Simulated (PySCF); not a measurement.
2-methylcyclohexanone, C₇H₁₂O.
Cartesian coordinates in Å at the PBE0-D3(BJ)/def2-SVP level; atoms count from 1:
```xyz
20
C7H12O angstrom
C      2.340   -0.836    0.367
C      0.924   -0.550   -0.096
C      0.590    0.950   -0.128
C     -0.845    1.220   -0.560
C     -1.836    0.498    0.344
C     -1.553   -1.005    0.390
C     -0.108   -1.295    0.739
O      0.203   -2.063    1.617
H      2.542   -1.915    0.380
H      2.494   -0.466    1.391
H      3.073   -0.347   -0.292
H      0.788   -0.932   -1.127
H      1.302    1.464   -0.794
H      0.755    1.368    0.881
H     -0.985    0.883   -1.603
H     -1.045    2.303   -0.556
H     -2.872    0.675    0.014
H     -1.762    0.909    1.366
H     -1.743   -1.441   -0.608
H     -2.192   -1.532    1.112
```

Level: wB97X-D/def2-SVPD in PySCF, non-relativistic, on one gas-phase PBE0-D3(BJ)/def2-SVP geometry that isn't relaxed in the solvent. The solvent is an IEF-PCM continuum (cavity from Bondi-type radii × 1.2), and excitations are vertical TDDFT with non-equilibrium linear response and a frozen core. Only the electrostatic response of the medium enters.

```json
{"run": "gas", "E − E(gas) (kcal/mol)": "0.00", "HOMO (eV)": "-8.91", "HOMO–LUMO gap (eV)": "10.22", "dipole (D)": "3.27", "lowest singlet (eV)": "4.37", "static polarisability (au)": "82.7"}
{"run": "P", "E − E(gas) (kcal/mol)": "-5.46", "HOMO (eV)": "-9.05", "HOMO–LUMO gap (eV)": "10.37", "dipole (D)": "4.48", "lowest singlet (eV)": "4.50", "static polarisability (au)": "112.7"}
{"run": "Q", "E − E(gas) (kcal/mol)": "-4.71", "HOMO (eV)": "-9.03", "HOMO–LUMO gap (eV)": "10.35", "dipole (D)": "4.30", "lowest singlet (eV)": "4.48", "static polarisability (au)": "107.8"}
```

Problem. The runs were made in dichloromethane and methanol. Which run belongs to which solvent?

Solution. P = methanol, Q = dichloromethane. The dielectric constants are 8.93 (dichloromethane), 32.61 (methanol), and the energy falls further as ε rises. The optical constants n² used for the excitations are 2.03, 1.77 in the same order. In this model the ground state sees the solvent through ε alone.

Problem. How constant is the ratio of the lowering to (ε − 1)/(2ε + 1)?

Solution. 
```
        solvent  (ε − 1)/(2ε + 1)  E − E(gas) (kcal/mol)  ratio (kcal/mol)  polarisation term (kcal/mol)
dichloromethane             0.420                  -4.71             -11.2                         -5.68
       methanol             0.477                  -5.46             -11.4                         -6.78
```

The ratio changes by +1.9 % in size from dichloromethane to methanol. The polarisation term is half the interaction of the solute with the induced surface charges.

The pairwise dispersion term of wB97X-D wasn't added to the energies; at a given geometry it leaves orbitals and properties as they are.
